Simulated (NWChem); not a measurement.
Molecule: C3H5NO; SMILES C/N=C\C=O

```xyz
10

C      0.6353    -1.8976    -0.0815
N     -0.6247    -1.1901    -0.2240
C     -0.7258     0.0750    -0.1050
C      0.3291     1.0989     0.1887
O      0.0447     2.2778     0.2665
H      0.8102    -2.4576    -1.0078
H      1.5251    -1.2949     0.1379
H      0.5115    -2.6432     0.7128
H     -1.7174     0.5213    -0.2290
H      1.3718     0.7575     0.3330
```
Atoms are numbered in this order, from 1.

Program: NWChem. The geometry was optimised at B3LYP/6-31G* (spherical d). Level: M06-2X/def2-SVP with SMD (1 M gas to 1 M solution), gas-phase geometry.

### Question
Among these, which solvent gives the lowest value of “solvation free energy (kcal/mol)”?
A) acetonitrile
B) water
C) chloroform
D) ethylene glycol

### Answer
B, water. Values: water -7.1; acetonitrile -6.2; chloroform -5.3; ethylene glycol -3.5
